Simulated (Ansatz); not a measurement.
Cost and result for the atomization energy of C3H3BrS, SMILES `C=C=C(S)Br` (8 atoms, 7 bonds).

Total charge 0; spin multiplicity 1. Correlated methods include outer-core shells of Br, which these sets cover unevenly. Scalar relativity is left out up to krypton. The structure was optimised at the PBE0-D4/def2-TZVP level. It is one conformer, not always the lowest. Program: Ansatz. All runs use 4 threads of an Arm Neoverse V2 on a shared host. Times are those of one run each, without the atoms' runs, and a repeat can differ threefold. Electronic energies, without spin–orbit coupling; frozen cores. CCSD(T)/CBS adds CCSD(T) − MP2 in def2-TZVPP to the MP2 limit, and its time is that of the two runs behind it. T1 = 0.011; the RHF reference is unstable towards UHF. With those shells the extrapolation isn't a true limit. B3LYP takes the VWN-RPA correlation (the form of Gaussian; ORCA's B3LYP/G).

CCSD(T)/CBS is a level of theory with its own doubt, some kJ/mol a heavy atom from the limit and from the frozen cores, so smaller differences don't rank the functionals.

```
                            level  functions  atomization (kcal/mol)  difference from CCSD(T)/CBS  per bond
                CCSD(T)/CBS(def2)          –                   725.1                          0.0       0.0
  PBE-D4/def2-TZVPP (with forces)        225                   761.0                         35.9       5.1
B3LYP-D4/def2-TZVPP (with forces)        225                   726.9                          1.8       0.3
                   MP2/def2-QZVPP        420                   738.1                         13.0       1.9
               PBE0-D4/def2-TZVPP        225                   738.7                         13.6       2.0
              PBE-QIDH/def2-TZVPP        225                   726.2                          1.1       0.2
           LDA (SPW92)/def2-TZVPP        225                   859.2                        134.1      19.2
              BHLYP-D4/def2-TZVPP        225                   695.4                        -29.7      -4.2
                B2PLYP/def2-TZVPP        225                   718.1                         -7.0      -1.0
                 CCSD(T)/def2-SVP        107                   683.9                        -41.2      -5.9
               ωB97X-V/def2-TZVPP        225                   725.3                          0.2       0.0
 ωB97M-V/def2-TZVPP (with forces)        225                   728.2                          3.1       0.4
               CCSD(T)/def2-TZVPP        225                   703.4                        -21.7      -3.1
```

Problem. Order the runs by time, with rough figures. (An estimate is asked.)

Solution. Computed: LDA (SPW92)/def2-TZVPP 1.2 s; PBE-D4/def2-TZVPP (with forces) 2.4 s; PBE0-D4/def2-TZVPP 3.2 s; BHLYP-D4/def2-TZVPP 3.4 s; B3LYP-D4/def2-TZVPP (with forces) 4.7 s; B2PLYP/def2-TZVPP 6 s; PBE-QIDH/def2-TZVPP 6 s; CCSD(T)/def2-SVP 6.5 s; ωB97X-V/def2-TZVPP 7.5 s; ωB97M-V/def2-TZVPP (with forces) 12 s; MP2/def2-QZVPP 23 s; CCSD(T)/def2-TZVPP 2.5 min; CCSD(T)/CBS(def2) 2.9 min.

From r2SCAN to r2SCAN0 (25 % exact exchange), in def2-TZVPP and without D4, the atomization energy moves by −17.8 kcal/mol: exact exchange takes away binding that semilocal exchange gives to molecules. Leaving LDA and LC-ωPBE aside and taking each functional with its dispersion term where it has one, the values spread over 65.6 kcal/mol, from BHLYP-D4 to PBE-D4. LDA lies +103.4 kcal/mol from PBE without D4, its usual overbinding. At CCSD(T), def2-SVP lies −41.2 kcal/mol from the extrapolated value and def2-TZVPP −21.7 kcal/mol: correlation converges slowly with the basis, and small sets miss more of it in the bonded molecule than in its fragments.
